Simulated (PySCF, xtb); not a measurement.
C₃H₃F₃, SMILES F[C@H]1CC1(F)F.

Harmonic wavenumbers (cm⁻¹) from GFN2-xTB (xtb) at its own minimum, in rising order: 178, 241, 372, 427, 446, 555, 736, 835, 891, 943, 1033, 1049, 1081, 1148, 1186, 1257, 1358, 1456, 3051, 3100, 3127.

Question: What does PySCF with PBE-D3(BJ)/def2-SVP give at its own minimum? (The exact figures need the calculation; the answer reports its results.)

Answer: 179, 241, 372, 437, 473, 595, 724, 814, 852, 969, 974, 1028, 1078, 1164, 1241, 1295, 1326, 1476, 3070, 3082, 3179. Paired by order, the mean absolute difference is 24 cm⁻¹ and the zero-point energies are 35.0 and 35.1 kcal/mol.
